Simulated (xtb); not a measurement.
CS, charge +1, doublet, at a GFN2-xTB geometry (a state made from the parent by changing its charge; the spin is typed, not shown lowest), atoms displaced at random by about 0.1 Å a coordinate. Base run: GFN1-xTB in xtb.

The xtb input:
```
$ xtb mol.xyz --gfn 1 --chrg 1 --uhf 1 --opt --json

# file mol.xyz
2

C     -0.01012821    -0.01442412    -0.99128096
S      0.02194810    -0.09581031     0.33233289
```

Each row names what was changed in the base input (with any setting that the change needs).

| change | ΔE vs base (kcal/mol) | optimiser steps |
|---|---|---|
| base | 0.000 | 6 |
| opt level = sloppy | 0.000 | 5 |
| engine = lbfgs | 0.000 | - |
| alpb = dmf | -55.55 | 5 |
| opt level = vtight | 0.000 | 6 |
| engine = inertial | 0.000 | - |
| opt level = lax | 0.000 | 5 |
| alpb = toluene | -44.00 | 5 |
| opt level = tight | 0.000 | 6 |
| opt level = extreme | 0.000 | 7 |
